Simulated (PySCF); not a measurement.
Compound: C3F8.
Z-matrix (Å and degrees, GFN2-xTB geometry), rows numbered from 1:
```
F 
C   1  1.3281
F   2  1.3280  1  108.20
F   2  1.3249  1  108.23  3  -117.08
C   2  1.5587  1  110.88  3   121.74
F   5  1.3437  2  108.95  1   178.65
F   5  1.3434  2  109.01  1    61.47
C   5  1.5587  2  113.15  1   -60.00
F   8  1.3280  5  110.87  2    60.15
F   8  1.3248  5  110.38  2  -179.91
F   8  1.3281  5  110.82  2   -60.02
```

The calculation used TDDFT CAM-B3LYP/def2-SVPD, vertical, gas phase, core orbitals frozen in the response in PySCF 2.14.0, density-fitted response routines.

```csv
state,E (eV),ν̃ (cm⁻¹),f,symmetry,"main configurations (H = HOMO, L = LUMO)"
S1,10.17,82040,0.0000,–,"H→L+1 (85%), H→L+5 (12%)"
S2,10.43,84150,0.037,B1 or B2,"H→L (51%), H→L+2 (35%)"
S3,11.29,91090,0.0014,–,"H→L (44%), H→L+2 (43%)"
S4,11.93,96190,0.0074,B1 or B2,"H-2→L+1 (48%), H-3→L (11%), H-3→L+2 (9%)"
S5,11.94,96300,0.0043,A1,"H→L+3 (64%), H-2→L (23%)"
S6,12.00,96810,0.032,A1,"H-3→L+1 (37%), H-4→L+1 (36%)"
S7,12.18,98260,0.043,A1,"H-2→L+2 (40%), H→L+3 (16%), H-2→L (15%)"
S8,12.26,98880,0.0000,–,"H-1→L (60%), H-1→L+2 (9%)"
```

Triplets, Tamm–Dancoff:

```tsv
state	E (eV)	λ (nm)	main configurations (H = HOMO, L = LUMO)
T1	9.55	129.9	H→L+1 (78%), H→L+5 (16%)
T2	9.77	126.9	H→L+2 (45%), H→L (29%), H→L+4 (16%)
T3	11.04	112.4	H-2→L+1 (68%), H-2→L+5 (14%)
```

The lowest singlet comes at 122 nm (981 kJ/mol) in the vacuum ultraviolet; it is dark (f under 0.0005); its leading configuration is HOMO→LUMO+1 (85%). The strongest level in the table is S7 at 12.18 eV (102 nm, f = 0.043). Löwdin shares by element: HOMO fluorine 29% or more, carbon 26% or more (atoms not listed hold the other 45%); LUMO carbon 39%, fluorine 11% or more (atoms not listed hold the other 50%). The oscillator strengths of these states sum to 0.125; summed over the whole spectrum of an exact calculation they would give the number of electrons, 90 (Thomas–Reiche–Kuhn). Of the 8 states listed, 3 reach f = 0.01 and 2 stay under 0.0005. Weighted by f, the mean energy of these states is 11.58 eV. Symmetry labels in C2v follow from the direction of the transition dipole and are given only for states with f of 0.002 or more; B1 and B2 swap with the choice of axes. Singlets were solved by full linear response, triplets in the Tamm–Dancoff approximation.
